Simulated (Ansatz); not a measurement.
Input for Ansatz (a quantum-chemistry and plane-wave program): U-wB97X-V/cc-pVTZ on GeH4 (SMILES [GeH4]), a point of a bond scan (R = 3.072 Å).

Ansatz 0.2 input:
```yaml
crystal:
  periodic: [false, false, false]
  atoms:
    - {symbol: Ge, position_ang: [-0.00000000, 0.00000000, 0.00000000]}
    - {symbol: H, position_ang: [-1.23181524, -1.76423214, -2.19209698]}
    - {symbol: H, position_ang: [0.57332193, -0.89073123, 1.11206704]}
    - {symbol: H, position_ang: [-1.08236259, 0.91830644, 0.58651322]}
    - {symbol: H, position_ang: [1.12494829, 0.85454086, -0.60253176]}
basis:
  gaussian:
    orbitals: cc-pVTZ
hamiltonian:
  xc: {name: wB97X-V}
magnetization: {spin_polarized: true, initial_magnetization: 0}
```

Program output:

```
WARN ansatz: RAYON_NUM_THREADS=2 ignored (pool sized by the plan → 2); use --threads N
Functional definition: wB97X-V
integrals: 0.03 GiB planned
647 factors; their error is unknown
integrals: 0.07 GiB planned
155 factors; integrals over basis functions are off by at most 1.7e-5 eV
mean field: 0.50 GiB planned
mean field evaluation 1: about -56573.9490 eV, gradient 1.1e1 eV
mean field evaluation 2: about -56574.1531 eV, gradient 9.5e0 eV
mean field evaluation 4: about -56574.4824 eV, gradient 2.2e-1 eV
mean field evaluation 8: about -56574.6223 eV, gradient 2.1e-2 eV
mean field evaluation 16: about -56574.7956 eV, gradient 1.2e0 eV
mean field evaluation 32: about -56575.2034 eV, gradient 2.4e-2 eV
mean field -56575.20345111 eV, -2079.1003787782 hartree, gradient 6.2e-6 eV, S^2 0.782921; 3 other end points of the search recorded, 0 dependent functions left out
reference -56575.20345025 eV, -2079.1003787465 hartree; 18, 18 occupied and 81, 81 virtual orbitals, 647 factors
Total energy: -56575.20345025 eV, -2079.1003787465 hartree
```

The calculation finished and met its thresholds. Its determinant has ⟨S²⟩ = 0.78, a mixture of spin states.

Cost: about 10 core-seconds (a rough figure).
